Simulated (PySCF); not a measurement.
A species of formula C8H13NO has this rotational fingerprint, computed with PBE0/pcSseg-1 in PySCF (dipole) on a GFN2-xTB geometry, gas phase:

```
Rotational constants : A = 1625, B = 971.1, C = 871.7 MHz
Dipole components    : |μa| = 3.79 D, |μb| = 0.45 D, |μc| = 0.17 D
Inertial defect      : -251.64 u·Å²
κ                    : -0.74
```

Task: Which structure is it? (One computed conformer of each.)
A. `[CH2:1]=[CH:2]/[CH:3]=[CH:4]/[CH2:5][C:6](=[O:7])[N:8]([CH3:9])[CH3:10]` with C1–C2–C3–C4 180°, C3–C4–C5–C6 -130°, C4–C5–C6–O7 -100°, C5–C6–N8–C9 3°
B. `[CH2:1]=[CH:2][CH2:3][C@@H:4]1[N:5]=[CH:6][CH2:7][C@H:8]1[O:9][CH3:10]` with C1–C2–C3–C4 -115°, C2–C3–C4–N5 -172°, C7–C8–O9–C10 -169°
C. `[CH3:1][CH2:2][CH2:3][C@@H:4]1[CH:5]=[CH:6][C@@H:7]1[NH:8][CH:9]=[O:10]` with C1–C2–C3–C4 -178°, C2–C3–C4–C5 176°, C6–C7–N8–C9 140°, C7–N8–C9–O10 0°
D. `[CH3:1][CH:2]=[C:3]=[CH:4][CH2:5][N:6]([CH3:7])[C:8]([CH3:9])=[O:10]` with C3–C4–C5–N6 -111°, C4–C5–N6–C7 68°, C5–N6–C8–C9 -179°
E. `[CH3:1][C:2](=[O:3])[NH:4][CH:5]=[C:6]1[CH2:7][CH:8]([CH3:9])[CH2:10]1` with C1–C2–N4–C5 -179°, C2–N4–C5–C6 179°
F. `[CH3:1]/[CH:2]=[C:3](/[CH3:4])[C@@H:5]([CH2:6][C:7]#[N:8])[O:9][CH3:10]` with C2–C3–C5–C6 -75°, C3–C5–C6–C7 -66°, C3–C5–O9–C10 65°

Result: F. It is C/C=C(/C)[C@@H](CC#N)OC, an asymmetric top, point group C1. The candidates at the same level (rigid rotor, commonest isotopes):

| SMILES | A (MHz) | B (MHz) | C (MHz) | μa (D) | μb (D) | μc (D) | Δ (u·Å²) | point group | rotor |
| --- | --- | --- | --- | --- | --- | --- | --- | --- | --- |
| C=C/C=C/CC(=O)N(C)C | 2611 | 616.8 | 545.1 | 1.30 | 3.30 | 1.09 | -85.94 | C1 | near-prolate asymmetric top |
| CC(=O)NC=C1CC(C)C1 | 4190 | 515.6 | 475.5 | 2.02 | 3.32 | 0.39 | -38.02 | C1 | near-prolate asymmetric top |
| C/C=C(/C)[C@@H](CC#N)OC | 1625 | 971.1 | 871.7 | 3.79 | 0.45 | 0.17 | -251.64 | C1 | asymmetric top |
| CCC[C@@H]1C=C[C@@H]1NC=O | 1426 | 1107 | 692.1 | 1.75 | 2.24 | 2.44 | -80.43 | C1 | asymmetric top |
| CC=C=CCN(C)C(C)=O | 3148 | 582.7 | 514.4 | 2.47 | 3.59 | 0.37 | -45.38 | C1 | near-prolate asymmetric top |
| C=CC[C@@H]1N=CC[C@H]1OC | 1720 | 1145 | 804.9 | 0.86 | 0.94 | 1.38 | -107.41 | C1 | asymmetric top |

`CCC[C@@H]1C=C[C@@H]1NC=O` has C 21 % too low; `CC(=O)NC=C1CC(C)C1` has A 158 % too high; `C=CC[C@@H]1N=CC[C@H]1OC` has B 18 % too high; `CC=C=CCN(C)C(C)=O` has A 94 % too high; `C=C/C=C/CC(=O)N(C)C` has A 61 % too high. No structure here is proved a minimum.
